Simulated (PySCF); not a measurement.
Molecule: fluoro(trihydroxy)silane, sum formula H3SiO3F (charge 0, singlet). SMILES: O[Si](O)(O)F
Geometry from a B3LYP-D3(BJ)/def2-TZVP (Ansatz) optimisation:
```xyz
8

Si     0.0007    -0.0003    -0.0170
F     -0.0678     0.0278     1.5817
O     -0.7923     1.2887    -0.6039
O      1.5552     0.0491    -0.4816
O     -0.6928    -1.3665    -0.5530
H     -0.5010     2.1695    -0.3569
H      2.1518    -0.6459    -0.1938
H     -1.6127    -1.5392    -0.3394
```

Dispersion corrections to the total energy (kcal/mol) from the dftd3 and dftd4 libraries through PySCF: D3(BJ) without and D4 with the three-body term, each with the damping fitted for the functional named.

```
functional  D3(BJ)     D4
----------  ------  -----
B2PLYP       -2.48  -2.42
revPBE       -7.61      ?
BLYP         -6.50      ?
CAM-B3LYP    -2.32  -2.91
r2SCAN       -0.80  -0.81
PW6B95       -1.50      ?
TPSS         -3.78  -4.74
```

Problem. What belongs in the gaps?

Solution. 
- revPBE, D4: -11.37
- BLYP, D4: -7.90
- PW6B95, D4: -3.21
